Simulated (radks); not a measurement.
Results of a calculation; reference values are marked as such.
How relativity changes the ionisation of the copper ion Cu3+ ([Ar] 3d8) to Cu4+ ([Ar] 3d7). Spin-unpolarised spherical Kohn-Sham, PBEsol, point nucleus unless stated (finite: rms radius 3.8823 fm), a radial shooting solver on a logarithmic mesh with Libxc functionals. A level marked "c x" has the speed of light scaled by that factor and shares open shells by 2j + 1; other Dirac levels either fill j = l - 1/2 first or share by 2j + 1.

| level | E(Cu3+) (hartree) | E(Cu4+) (hartree) | IE (eV) | HOMO | <r> HOMO (bohr) |
|---|---|---|---|---|---|
| non-rel. | -1636.44119 | -1634.23441 | 60.050 | 3d | 0.8518 |
| scalar-rel. | -1650.97642 | -1648.78342 | 59.674 | 3d | 0.8554 |
| scalar-rel., finite nucleus | -1650.96909 | -1648.77609 | 59.674 | 3d | 0.8554 |
| Dirac, 2j+1 shares | -1651.02880 | -1648.83585 | 59.673 | 3d5/2 | 0.8573 |
| Dirac, low j first | -1651.03848 | -1648.85172 | 59.505 | 3d5/2 | 0.8575 |
| Dirac, 2j+1 shares, finite nucleus | -1651.02146 | -1648.82851 | 59.673 | 3d5/2 | 0.8573 |
| Dirac, c x 0.75 | -1662.83658 | -1660.65426 | 59.384 | 3d5/2 | 0.8617 |
| Dirac, c x 3 | -1638.03060 | -1635.82536 | 60.008 | 3d5/2 | 0.8524 |
| Dirac, c x 100 | -1636.44262 | -1634.23584 | 60.050 | 3d5/2 | 0.8518 |

NIST Atomic Spectra Database: 57.38 eV (semi-empirical). The relativistic part of the total energy of Cu3+ is -14.58 hartree (Dirac, 2j+1 shares, finite nucleus), 0.89 % of the non-relativistic value. Spin polarisation and multiplet splitting of open shells are left out at every level.

Beside tabulated values, note that spin-unpolarised runs miss the spin-polarisation part of the exchange energy of open shells.
